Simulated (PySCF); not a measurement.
**Unknowns**

Computed data (PySCF 2.14.0 with density-fitted response routines): J couplings at B3LYP/pcJ-1 (spin–dipole term left out of most H,H and C,H couplings), coordinates at the PBE0-D3(BJ)/def2-SVP level, shieldings: GIAO PBE0/pcSseg-1. Rapidly exchanging positions averaged, no solvent, no relativistic terms, one conformer.

Referencing at the same level of theory: ¹H, ¹³C vs TMS. Multiplet labels drop J under 1 Hz and among equivalent protons, and merge close values. Unscaled 3J(H,H) run several per cent high. One-bond C–F couplings are unscaled and too large by tens of Hz. Shifts are as computed. Against solution values, carbons near 30 ppm lie about +2 ppm off and those near 130 ppm about +5 ppm. Of 1211 compounds with measured shifts, 218 miss one by over three times the rms of a fit or turn the order of signals round; such compounds aren't used in these exercises. OH and NH positions are gas-phase values without hydrogen bonding to other molecules.

**Question.** C6H8N2. ¹H NMR (400 MHz, computed): δ 8.76 (d, J = 5.5 Hz, 2H), 7.02 (d, J = 5.5 Hz, 2H), 3.55 (s, 2H), 0.37 (br s, 2H). ¹³C{¹H} NMR (computed): δ 159.1 (C), 156.8 (CH), 127.2 (CH), 51.5 (CH2). What is it?

**Answer.** 4-(aminomethyl)pyridine (NCc1ccncc1). Rings plus π bonds: 4 (1 ring in the answer). 4 carbon signals for 6 carbons: some carbons are equivalent by symmetry or fast rotation. Carbon types of the structure: 1 × C, 4 × CH, 1 × CH2, leaving 2 H on heteroatoms. δC 159.1: substituted aromatic carbon. δC 156.8: aromatic CH next to a ring nitrogen; the adjacent pyridine-type nitrogen withdraws density from it. δC 127.2: aromatic CH; the aromatic region. δH 8.76: hydrogen on an aromatic CH next to a ring nitrogen; ring current plus the neighbouring ring nitrogen. The protons at 7.02 and 8.76 share a coupling of 5.5 Hz (vicinal, an ortho-type coupling).

The shifts were computed for this structure.

**Question.** C4H4FN. ¹H NMR (600 MHz, computed): δ 6.71 (ddt, J = 85.7, 12.1, 1.7 Hz, 1H), 5.48 (ddt, J = 12.7, 12.1, 9.4 Hz, 1H), 2.70 (ddd, J = 9.4, 2.2, 1.7 Hz, 2H). ¹³C{¹H} NMR (computed): δ 161.6 (d, J = 346.5 Hz), 121.5, 108.6 (d, J = 15.6 Hz), 16.4 (d, J = 8.9 Hz). What is it?

**Answer.** `N#CC/C=C/F`. Rings plus π bonds: 3 (no ring in the answer). 4 carbon signals for 4 carbons: no two carbons are equivalent. Carbon types of the structure: 1 × C, 2 × CH, 1 × CH2, which accounts for all hydrogens. δC 161.6, 108.6: alkene CH; an sp2 carbon of a C=C bond. δC 121.5: nitrile carbon; typical of a nitrile. δC 16.4: allylic sp3 CH2; a saturated carbon with 2 carbon neighbours and no heteroatom attached. δH 6.71, 5.48: hydrogen on an alkene CH; a vinylic proton, deshielded by the sp2 carbon and the C=C anisotropy. The protons at 5.48 and 6.71 share a coupling of 12.1 Hz (vicinal, trans across C=C). The protons at 2.70 and 5.48 share a coupling of 9.4 Hz (vicinal).

This is the structure that produced the data.
